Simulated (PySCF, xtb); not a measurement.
GeH₃Br, SMILES [GeH3][Br].

Harmonic wavenumbers (cm⁻¹) from GFN2-xTB (xtb 6.7.1) at its own minimum, in rising order: 308, 534, 534, 756, 816, 817, 1944, 2034, 2034.

Q: What does B3LYP-D3(BJ)/def2-TZVP (PySCF) give at its own minimum? (An estimate is asked for; the answer gives what the named calculation found.)

A: 296, 569, 569, 832, 871, 871, 2154, 2169, 2169. Paired by order, the mean absolute difference is 83 cm⁻¹ and the zero-point energies are 14.0 and 15.0 kcal/mol.
